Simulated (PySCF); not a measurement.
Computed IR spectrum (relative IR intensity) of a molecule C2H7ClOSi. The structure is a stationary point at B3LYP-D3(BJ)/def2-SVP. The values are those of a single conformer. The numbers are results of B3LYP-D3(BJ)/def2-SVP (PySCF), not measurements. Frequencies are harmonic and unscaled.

Lines under 2 % of the strongest are left out, and lines within 2 cm⁻¹ are merged.

```tsv
ν (cm⁻¹)	relative intensity
379	64
455	34
506	18
560	14
685	16
722	6.7
805	14
884	100
942	7.5
957	46
971	14
1090	26
1112	33
1195	26
1285	4.3
1368	2.2
1403	20
1429	2.1
2247	40
2255	59
2997	35
3031	4.0
3081	3.3
3094	11
3803	15
```

### Question
Which molecule gave these data?
(A) C[C@@H](O)[SiH2]Cl
(B) OCC[SiH2]Cl
(C) CO[Si@@H](C)Cl
(D) CCO[SiH2]Cl

### Answer
B, OCC[SiH2]Cl
